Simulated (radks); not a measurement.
The numbers below are computed, except where a source is named.
Problem. Valence configurations of the thulium ion Tm+ (all share [Xe]). Code: a radial shooting solver on a logarithmic mesh with Libxc functionals. Model: Dirac Kohn-Sham, PBE, spin-unpolarised, spherical densities, finite nucleus; open shells fill j = l - 1/2 first; Fermi nuclear charge, rms radius 5.2256 fm. Order these by energy: 4f13 6s1; 4f12 5d2; 4f12 6p2; 4f12.5 5d0.5 6s1; 4f12 5d1 6s1; 4f11 5d2 6s1; 4f14; 4f12 5d0.5 6s1.5; 4f13 5d0.5 6s0.5; 4f12 6s2.

Solution. From the lowest, in eV above it: 4f13 6s1 0.000; 4f13 5d0.5 6s0.5 1.255; 4f12.5 5d0.5 6s1 1.778; 4f14 2.509; 4f12 6s2 3.324; 4f12 5d0.5 6s1.5 3.967; 4f12 5d1 6s1 4.750; 4f12 5d2 6.677; 4f12 6p2 11.240; 4f11 5d2 6s1 14.699. NIST lists [Xe] 4f13 6s1 as the ground configuration; this level of theory agrees among the configurations tried. The energies are those of spherical spin-averaged densities, not of single terms.
